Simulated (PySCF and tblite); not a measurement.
Results of a calculation; reference values are marked as such.
# Conformers and averaged properties: C8H12Cl2, numbered as in [CH3:1]/[CH:2]=[C:3](\[Cl:4])[CH2:5][CH2:6]/[CH:7]=[C:8](\[CH3:9])[Cl:10]

Search: ETKDG and KDG, MMFF94s, GFN2-xTB, 200 starts; geometries at GFN2-xTB. Weights use PBE0-D3(BJ)/pcSseg-1 energies plus GFN2-xTB zero-point and thermal terms (modes under about 100 cm⁻¹ blended into free rotors). Symmetry numbers and mirror images are counted. Conformers within 2.5 kcal/mol (GFN2-xTB free energy) were kept, 7 at most. GIAO shieldings: PBE0/pcSseg-1. Shifts are against TMS (¹H), TMS (¹³C) at the same level. Run with PySCF (density fitting) and tblite.

Torsions listed: Cl4–C3–C5–C6, C3–C5–C6–C7, C5–C6–C7–C8. Of a mirror pair one member is shown.

| conformer | shape | symmetry | E(GFN2) kcal/mol | E(DFT) kcal/mol | G(298.15 K) kcal/mol | weight % | dipole D |
| --- | --- | --- | --- | --- | --- | --- | --- |
| 1 | -77°, -65°, 98° | C1 (pair) | 0.00 | 0.00 | 0.00 | 60.5 | 1.13 |
| 2 | 71°, 63°, 100° | C1 (pair) | 1.29 | 1.53 | 0.57 | 23.2 | 1.94 |
| 3 | -69°, 180°, 103° | C1 (pair) | 1.53 | 2.05 | 1.24 | 7.4 | 2.48 |
| 4 | 72°, -176°, 90° | C1 (pair) | 1.21 | 1.97 | 1.45 | 5.2 | 2.09 |
| 5 | -179°, -67°, 141° | C1 (pair) | 2.21 | 2.44 | 1.86 | 2.6 | 2.23 |
| 6 | 89°, -65°, 99° | C1 (pair) | 0.95 | 2.59 | 2.51 | 0.9 | 3.35 |
| 7 | -86°, 60°, 83° | C1 (pair) | 1.67 | 4.06 | 3.85 | 0.1 | 3.23 |

Weights (%) against temperature:

| T (K) | 1 | 2 | 3 | 4 | 5 | 6 | 7 | S(mix) cal/mol/K |
| --- | --- | --- | --- | --- | --- | --- | --- | --- |
| 250 | 72.3 | 17.5 | 4.9 | 3.4 | 1.5 | 0.5 | 0.0 | 3.15 |
| 298.15 | 60.5 | 23.2 | 7.4 | 5.2 | 2.6 | 0.9 | 0.1 | 3.63 |
| 350 | 50.4 | 27.5 | 9.8 | 6.9 | 3.9 | 1.4 | 0.2 | 3.98 |

Averaged shifts at 298.15 K. ¹H: 5.71 (H7, 1H), 5.69 (H2, 1H), 2.32 (H6, 2H), 2.26 (H5, 2H), 2.00 (H1, 3H), 1.97 (H9, 3H) ppm. ¹³C: 145.3 (C8), 143.7 (C3), 133.5 (C7), 132.3 (C2), 44.7 (C5), 30.5 (C6), 23.3 (C9), 18.1 (C1) ppm.

Coordinates of conformer 1 (Å):

```xyz
22

C    -2.648    0.397    0.856
C    -1.740    0.043   -0.271
C    -0.942   -1.011   -0.348
Cl   -0.857   -2.173    0.946
C     0.003   -1.301   -1.471
C     1.440   -0.886   -1.096
C     1.521    0.597   -0.917
C     1.476    1.248    0.237
C     1.396    0.704    1.620
Cl    1.522    2.992    0.202
H    -2.579   -0.327    1.662
H    -2.387    1.383    1.239
H    -3.679    0.442    0.507
H    -1.741    0.728   -1.108
H    -0.314   -0.749   -2.357
H    -0.010   -2.368   -1.700
H     2.110   -1.185   -1.904
H     1.739   -1.413   -0.191
H     1.565    1.168   -1.834
H     1.383   -0.381    1.617
H     2.246    1.050    2.207
H     0.488    1.061    2.105
```

Shifts are unscaled: against experiment ¹³C can be off by 15 ppm or more and ¹H by 0.8 ppm. For its torsions the set is small; conformers may be missing.

Search and properties took 6.4 min on 1 thread of Arm Neoverse V1, on a host shared with other jobs (rough), launched as `OMP_NUM_THREADS=1 python ens_run.py task.json out`.
